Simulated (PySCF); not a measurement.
# Bonding in (MeSi)4CH26 adamantane

(MeSi)4CH26 adamantane, C10H24Si4.
Structure used (PBE0-D3(BJ)/def2-SVP), in Å, numbered top down from 1:
```
atom  x, y, z in Å
Si1    0.9463   -0.6687    1.5302
C2     1.8771   -1.3232    3.0301
C3     0.6051    1.1795    1.7051
Si4   -0.3246    1.8808    0.2191
C5    -0.6396    3.7244    0.4330
C6    -1.9489    0.9342    0.0476
Si7   -1.6788   -0.9219   -0.1665
C8    -3.3212   -1.8272   -0.3290
C9    -0.7094   -1.5517    1.3262
C10   -0.6149   -1.1764   -1.7047
Si11   1.0466   -0.2891   -1.5797
C12    2.0757   -0.5738   -3.1299
C13    1.9446   -0.9342   -0.0494
C14    0.7083    1.5504   -1.3255
H15    1.2866   -1.1908    3.9507
H16    2.8331   -0.7914    3.1617
H17    2.0981   -2.3967    2.9201
H18    1.5601    1.7212    1.8288
H19    0.0160    1.3581    2.6226
H20   -1.1855    4.1348   -0.4315
H21   -1.2394    3.9211    1.3360
H22    0.3090    4.2765    0.5284
H23   -2.5099    1.3227   -0.8215
H24   -2.5769    1.1169    0.9381
H25   -3.8935   -1.4561   -1.1940
H26   -3.1617   -2.9085   -0.4667
H27   -3.9395   -1.6883    0.5723
H28   -1.3134   -1.4160    2.2411
H29   -0.5344   -2.6373    1.2179
H30   -1.1603   -0.8061   -2.5914
H31   -0.4457   -2.2566   -1.8627
H32    2.2783   -1.6467   -3.2776
H33    3.0438   -0.0523   -3.0616
H34    1.5525   -0.2013   -4.0252
H35    2.1542   -2.0116   -0.1745
H36    2.9215   -0.4263    0.0417
H37    1.6672    2.0937   -1.2484
H38    0.1842    1.9533   -2.2106
```

Bond orders from the PBE0/pcSseg-1 density (PySCF). One conformer (not necessarily the lowest) at the PBE0-D3(BJ)/def2-SVP geometry, without solvent, vibrations or thermal averaging.

Task: Set the Mayer orders of the bonds between heavy atoms beside their lengths.

Result: 
```json
{"bond": "Si1–C2", "length (Å)": "1.883", "Mayer order": "0.994"}
{"bond": "Si1–C3", "length (Å)": "1.888", "Mayer order": "0.926"}
{"bond": "Si1–C9", "length (Å)": "1.888", "Mayer order": "0.926"}
{"bond": "Si1–C13", "length (Å)": "1.887", "Mayer order": "0.926"}
{"bond": "C3–Si4", "length (Å)": "1.888", "Mayer order": "0.926"}
{"bond": "Si4–C5", "length (Å)": "1.882", "Mayer order": "0.994"}
{"bond": "Si4–C6", "length (Å)": "1.888", "Mayer order": "0.926"}
{"bond": "Si4–C14", "length (Å)": "1.887", "Mayer order": "0.926"}
{"bond": "C6–Si7", "length (Å)": "1.888", "Mayer order": "0.926"}
{"bond": "Si7–C8", "length (Å)": "1.882", "Mayer order": "0.994"}
{"bond": "Si7–C9", "length (Å)": "1.888", "Mayer order": "0.926"}
{"bond": "Si7–C10", "length (Å)": "1.888", "Mayer order": "0.926"}
{"bond": "C10–Si11", "length (Å)": "1.888", "Mayer order": "0.926"}
{"bond": "Si11–C12", "length (Å)": "1.882", "Mayer order": "0.994"}
{"bond": "Si11–C13", "length (Å)": "1.888", "Mayer order": "0.926"}
{"bond": "Si11–C14", "length (Å)": "1.888", "Mayer order": "0.926"}
```

Bonds between the same two heavy elements. C–Si: lowest Si1–C3, Si1–C9, Si1–C13 and 9 more (0.926, 1.888 Å), highest Si1–C2, Si4–C5, Si7–C8 and 1 more (0.994, 1.883 Å). Bonds named together lie within 0.004.

Task: And the bonds to hydrogen?

Result: C–H: 0.93 to 0.95 (24 bonds).

Task: Sum the orders of all bonds at each heavy atom with more than one neighbour.

Result: Si1 3.772, C2 3.847, C3 3.710, Si4 3.772, C5 3.846, C6 3.709, Si7 3.772, C8 3.847, C9 3.710, C10 3.709, Si11 3.772, C12 3.847, C13 3.710, C14 3.710. Orders between atoms that aren't bonded are not in these sums.

Mayer orders depend on the basis set.
